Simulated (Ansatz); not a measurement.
C₂H₈AlBO, SMILES `CO[B](C)[AlH2]`. Charge 0, multiplicity 1.

```json
{"atom": "C1", "x (Å)": "-1.629", "y (Å)": "0.521", "z (Å)": "1.168"}
{"atom": "O2", "x (Å)": "-0.484", "y (Å)": "1.005", "z (Å)": "0.516"}
{"atom": "B3", "x (Å)": "0.373", "y (Å)": "0.233", "z (Å)": "-0.196"}
{"atom": "C4", "x (Å)": "1.591", "y (Å)": "0.984", "z (Å)": "-0.848"}
{"atom": "Al5", "x (Å)": "0.121", "y (Å)": "-1.904", "z (Å)": "-0.451"}
{"atom": "H6", "x (Å)": "-1.747", "y (Å)": "-0.564", "z (Å)": "1.032"}
{"atom": "H7", "x (Å)": "-2.514", "y (Å)": "1.021", "z (Å)": "0.768"}
{"atom": "H8", "x (Å)": "-1.555", "y (Å)": "0.732", "z (Å)": "2.237"}
{"atom": "H9", "x (Å)": "1.577", "y (Å)": "0.862", "z (Å)": "-1.938"}
{"atom": "H10", "x (Å)": "2.541", "y (Å)": "0.548", "z (Å)": "-0.517"}
{"atom": "H11", "x (Å)": "1.603", "y (Å)": "2.053", "z (Å)": "-0.620"}
{"atom": "H12", "x (Å)": "-0.652", "y (Å)": "-2.527", "z (Å)": "-1.704"}
{"atom": "H13", "x (Å)": "0.774", "y (Å)": "-2.964", "z (Å)": "0.552"}
```

Question: Give the diagnostics of a CCSD(T)/def2-TZVPP run (frozen core, Ansatz). (An estimate is asked.)

Answer: The calculation gave: T1 = 0.0133, largest single amplitude 0.031, largest double 0.031, (T) share of the correlation energy 3.6 %, 10 CCSD cycles. The RHF solution is stable towards an unrestricted one. T1 lies under the customary mark of 0.02 for closed shells.
